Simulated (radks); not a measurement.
Trend from K to Kr: ionisation energy by Delta-SCF between NIST ground configurations, and size. Calculated with a radial shooting solver on a logarithmic mesh with Libxc functionals: Dirac Kohn-Sham, PBEsol, spin-unpolarised, spherical densities, finite nucleus; open shells fill j = l - 1/2 first; Fermi nuclear charge, rms radius of each element as measured or else 0.836 A^(1/3) + 0.57 fm.

K: configuration [Ar] 4s1; IE (eV) 4.217; NIST (eV) 4.341; kind exp.; outermost 4s1/2; <r> outermost (bohr) 5.02; r at 0.001 e/bohr^3 (bohr) 4.39
Ca: configuration [Ar] 4s2; IE (eV) 6.305; NIST (eV) 6.113; kind exp.; outermost 4s1/2; <r> outermost (bohr) 4.01; r at 0.001 e/bohr^3 (bohr) 5.09
Sc: configuration [Ar] 3d1 4s2; IE (eV) 6.902; NIST (eV) 6.561; kind exp.; outermost 4s1/2; <r> outermost (bohr) 3.71; r at 0.001 e/bohr^3 (bohr) 4.97
Ti: configuration [Ar] 3d2 4s2; IE (eV) 7.356; NIST (eV) 6.828; kind exp.; outermost 4s1/2; <r> outermost (bohr) 3.50; r at 0.001 e/bohr^3 (bohr) 4.84
V: configuration [Ar] 3d3 4s2; IE (eV) 7.143; NIST (eV) 6.746; kind exp.; outermost 4s1/2; <r> outermost (bohr) 3.34; r at 0.001 e/bohr^3 (bohr) 4.73
Cr: configuration [Ar] 3d5 4s1; IE (eV) 6.867; NIST (eV) 6.767; kind exp.; outermost 4s1/2; <r> outermost (bohr) 3.42; r at 0.001 e/bohr^3 (bohr) 4.49
Mn: configuration [Ar] 3d5 4s2; IE (eV) 8.428; NIST (eV) 7.434; kind exp.; outermost 4s1/2; <r> outermost (bohr) 3.08; r at 0.001 e/bohr^3 (bohr) 4.54
Fe: configuration [Ar] 3d6 4s2; IE (eV) 8.742; NIST (eV) 7.902; kind exp.; outermost 4s1/2; <r> outermost (bohr) 2.98; r at 0.001 e/bohr^3 (bohr) 4.45
Co: configuration [Ar] 3d7 4s2; IE (eV) 6.512; NIST (eV) 7.881; kind exp.; outermost 4s1/2; <r> outermost (bohr) 2.88; r at 0.001 e/bohr^3 (bohr) 4.37
Ni: configuration [Ar] 3d8 4s2; IE (eV) 6.368; NIST (eV) 7.640; kind exp.; outermost 4s1/2; <r> outermost (bohr) 2.80; r at 0.001 e/bohr^3 (bohr) 4.30
Cu: configuration [Ar] 3d10 4s1; IE (eV) 8.104; NIST (eV) 7.726; kind exp.; outermost 4s1/2; <r> outermost (bohr) 2.92; r at 0.001 e/bohr^3 (bohr) 4.09
Zn: configuration [Ar] 3d10 4s2; IE (eV) 9.900; NIST (eV) 9.394; kind exp.; outermost 4s1/2; <r> outermost (bohr) 2.64; r at 0.001 e/bohr^3 (bohr) 4.18
Ga: configuration [Ar] 3d10 4s2 4p1; IE (eV) 5.760; NIST (eV) 5.999; kind exp.; outermost 4p1/2; <r> outermost (bohr) 3.35; r at 0.001 e/bohr^3 (bohr) 4.40
Ge: configuration [Ar] 3d10 4s2 4p2; IE (eV) 7.542; NIST (eV) 7.899; kind exp.; outermost 4p1/2; <r> outermost (bohr) 2.85; r at 0.001 e/bohr^3 (bohr) 4.44
As: configuration [Ar] 3d10 4s2 4p3; IE (eV) 8.987; NIST (eV) 9.789; kind exp.; outermost 4p3/2; <r> outermost (bohr) 2.57; r at 0.001 e/bohr^3 (bohr) 4.38
Se: configuration [Ar] 3d10 4s2 4p4; IE (eV) 10.660; NIST (eV) 9.752; kind exp.; outermost 4p3/2; <r> outermost (bohr) 2.32; r at 0.001 e/bohr^3 (bohr) 4.27
Br: configuration [Ar] 3d10 4s2 4p5; IE (eV) 12.343; NIST (eV) 11.814; kind exp.; outermost 4p3/2; <r> outermost (bohr) 2.12; r at 0.001 e/bohr^3 (bohr) 4.15
Kr: configuration [Kr]; IE (eV) 14.050; NIST (eV) 14.000; kind exp.; outermost 4p3/2; <r> outermost (bohr) 1.96; r at 0.001 e/bohr^3 (bohr) 4.03

Reference values: NIST Atomic Spectra Database (measured). Spin polarisation and multiplet splitting are left out, so open shells lie too high by an amount that depends on their filling.

Beside tabulated values, note that spin-unpolarised runs miss the spin-polarisation part of the exchange energy of open shells.
